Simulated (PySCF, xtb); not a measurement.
Si(H)2(Cl)(NH2) (ClH4NSi), SMILES N[SiH2]Cl. One conformer was computed; it need not be the lowest.

Harmonic wavenumbers (cm⁻¹) from GFN2-xTB (xtb) at its own minimum, in rising order: 177, 215, 458, 495, 519, 571, 704, 802, 819, 913, 1511, 2222, 2306, 3482, 3526.

Task: What does PySCF with ωB97X-D3(BJ)/def2-TZVP give at its own minimum? (The exact figures need the calculation; the answer reports its results.)

Result: 233, 234, 426, 536, 545, 770, 881, 917, 918, 957, 1597, 2288, 2295, 3614, 3702. Paired by order, the mean absolute difference is 85 cm⁻¹ and the zero-point energies are 26.8 and 28.5 kcal/mol.
